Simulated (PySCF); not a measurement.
Energy of Rh⁺ (rhodium, charge +1) between two integer charges

The 4d beta orbital of [Kr] 4d8 is emptied in steps (occupation f), with all orbitals relaxed, ending at [Kr] 4d7. Calculation: PySCF 2.14, in def2-TZVP with the def2 core potential (28 electrons); scalar relativity through the core potential. The exact energy is a straight line in f; departures are measured from the line between the end points of the same method.

| f | CAM-B3LYP (eV) |
| --- | --- |
| 1 | 0.000 |
| 0.9 | -0.214 |
| 0.7 | -0.507 |
| 0.5 | -0.611 |
| 0.3 | -0.520 |
| 0.1 | -0.226 |
| 0 | 0.000 |

**Question.** For CAM-B3LYP, how does the orbital energy at f = 1 compare with the removal energy?

**Answer.** −ε = 16.138 eV against a total-energy difference of 18.501 eV. By Janak's theorem ε = ∂E/∂f, so the gap between them reflects the curvature. Along the path −ε is 16.583 (f = 0.9), 17.502 (f = 0.7), 18.461 (f = 0.5), 19.458 (f = 0.3), 20.496 (f = 0.1) eV.

Reference removal energy between the ground levels: 18.08 eV (semi-empirical (NIST evaluation); NIST Atomic Spectra Database, ionization energies). The calculation has no spin-orbit coupling. The determinant left behind need not be the lowest term of the ion.
